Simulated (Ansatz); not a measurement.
```yaml
crystal:
  periodic: [false, false, false]
  atoms:
    - {symbol: Si, position_ang: [-0.935214, 1.390057, 0.197656]}
    - {symbol: C, position_ang: [0.463040, 0.218317, -0.259220]}
    - {symbol: S, position_ang: [1.490437, -0.025893, 1.200190]}
    - {symbol: Sb, position_ang: [-0.399327, -1.585162, -1.132215]}
    - {symbol: H, position_ang: [-1.603779, 1.841878, -1.051941]}
    - {symbol: H, position_ang: [-0.413251, 2.573187, 0.930671]}
    - {symbol: H, position_ang: [-1.920920, 0.679856, 1.052971]}
    - {symbol: H, position_ang: [1.047163, 0.671362, -1.066486]}
    - {symbol: H, position_ang: [2.073787, -1.185416, 0.851207]}
    - {symbol: H, position_ang: [1.101189, -2.411426, -1.091100]}
    - {symbol: H, position_ang: [-0.837826, -2.223658, 0.388969]}
basis:
  gaussian: {orbitals: ANO-RCC-VTZP}
magnetization: {spin_polarized: true, initial_magnetization: 2}
hamiltonian: {xc: {name: wB97X-V}}
```

```sh
$ ansatz run in.yaml --threads 4 --pin off --events-out ev --progress --plain --max-ram 10444MiB
```

Output, abridged:

```
Functional definition: wB97X-V
  name "wB97X-V"
  cite "Mardirossian & Head-Gordon, Phys. Chem. Chem. Phys. 16, 9904 (2014) doi:10.1039/C3CP54374A"
  cite "Becke, J. Chem. Phys. 107, 8554 (1997) doi:10.1063/1.475007"
  cite "Vydrov & Van Voorhis, J. Chem. Phys. 133, 244103 (2010) doi:10.1063/1.3521275"
  parameter omega = 0.3/bohr
  parameter cx = 0.167
  parameter cx1 = 0.603
  parameter cx2 = 1.194
  parameter css0 = 0.556
  parameter css1 = -0.257
  parameter cos0 = 1.219
  parameter cos1 = -1.850
  parameter b = 6.0
  parameter c = 0.01
  exchange = spin_sum(e_x_unif_sr(omega)*poly(b97_u_x, 1 - cx, cx1, cx2)) + cx*exact_x_sr(omega) + exact_x_lr(omega)
  correlation = spin_sum(e_c_pw_same_spin*poly(b97_u_same, css0, css1))
      + integral(e_c_pw_opposite_spin*poly(b97_u_opposite, cos0, cos1)) + vv10(b, c)
2081 factors; their error is unknown
485 factors; integrals over basis functions are off by at most 8.0e-6 eV
mean field evaluation 1: about -196243.2770 eV, gradient 2.3e1 eV
mean field evaluation 2: about -196243.5748 eV, gradient 2.4e1 eV
mean field evaluation 4: about -196246.3038 eV, gradient 1.3e0 eV
mean field evaluation 8: about -196246.3667 eV, gradient 3.1e-1 eV
mean field evaluation 16: about -196246.7227 eV, gradient 2.7e-2 eV
mean field evaluation 32: about -196246.7228 eV, gradient 6.7e-5 eV
mean field -196246.72276067 eV, -7211.9340406482 hartree, gradient 3.1e-5 eV, S^2 2.009250; 4 other end points of the search recorded, 0 dependent functions left out
reference -196246.72276082 eV, -7211.9340406540 hartree; 48, 46 occupied and 216, 218 virtual orbitals, 2081 factors
Total energy: -196246.72276082 eV, -7211.9340406540 hartree
Relativity: scalar
```

It took 110 s on 4 threads of an Arm Neoverse V1 on a shared host, with 2.5 GiB of host memory at the peak.
